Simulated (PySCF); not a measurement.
**Electron correlation in Si⁺ (silicon, charge +1)**

[Ne] 3s2 3p1, 2P determinant. Computed with PySCF 2.14 in cc-pVDZ-DK (4s3p1d, 18 functions), with scalar relativity by spin-free X2C-1e. Frozen: [Ne]; 3 electrons correlated.

MP2 pair energies summed by pair of shells (mhartree):

```tsv
pair	energy	share (%)
3s-3s	-20.25	58.3
3s-3p	-14.47	41.7
```

Total MP2 correlation energy: -34.72 mhartree.

Same-spin part -2.22 and opposite-spin part -32.50 mhartree; SCS-MP2 scales them by 1/3 and 6/5 to -39.74 mhartree.

| level | correlation energy (mhartree) |
| --- | --- |
| CCSD | -53.03 |
| (T) | -0.63 |
| CCSD(T) | -53.66 |

Diagnostics: T1 = 0.012, D1 = 0.0275, largest double amplitude 0.109.

Cost of the coupled-cluster step: 0.05 s of wall time on 1 thread of Intel(R) Xeon(R) 6975P-C (shared host), for 3 correlated electrons.

Iterations:

```
CC2 = 0
CCSD nocc = (np.int64(2), np.int64(1)), nmo = (13, 13)
frozen orbitals [[0, 1, 2, 3, 4], [0, 1, 2, 3, 4]]
max_cycle = 100
direct = 0
conv_tol = 1e-08
conv_tol_normt = 1e-06
diis_space = 8
diis_start_cycle = 0
Init t2, MP2 energy = -0.0347206902443383
Init E_corr(UCCSD) = -0.0347206902446622
cycle = 1  E_corr(UCCSD) = -0.0461571058991991  dE = -0.0114364157  norm(t1,t2) = 0.0566727
cycle = 2  E_corr(UCCSD) = -0.0501988647259456  dE = -0.00404175883  norm(t1,t2) = 0.0240024
cycle = 3  E_corr(UCCSD) = -0.053026251578807  dE = -0.00282738685  norm(t1,t2) = 0.0110815
cycle = 4  E_corr(UCCSD) = -0.0530075754246134  dE = 1.86761542e-05  norm(t1,t2) = 0.00143251
cycle = 5  E_corr(UCCSD) = -0.0530321280722813  dE = -2.45526477e-05  norm(t1,t2) = 0.000169733
cycle = 6  E_corr(UCCSD) = -0.0530240288452066  dE = 8.09922707e-06  norm(t1,t2) = 3.06604e-05
cycle = 7  E_corr(UCCSD) = -0.0530275571123228  dE = -3.52826712e-06  norm(t1,t2) = 1.03239e-05
cycle = 8  E_corr(UCCSD) = -0.0530266599452738  dE = 8.97167049e-07  norm(t1,t2) = 3.09615e-06
cycle = 9  E_corr(UCCSD) = -0.0530267049050502  dE = -4.49597765e-08  norm(t1,t2) = 2.6441e-07
cycle = 10  E_corr(UCCSD) = -0.053026705139956  dE = -2.34905803e-10  norm(t1,t2) = 3.87992e-08
UCCSD converged
E(UCCSD) = -289.2246334334808  E_corr = -0.05302670513995603
UCCSD(T) correction = -0.000633575108503993
```
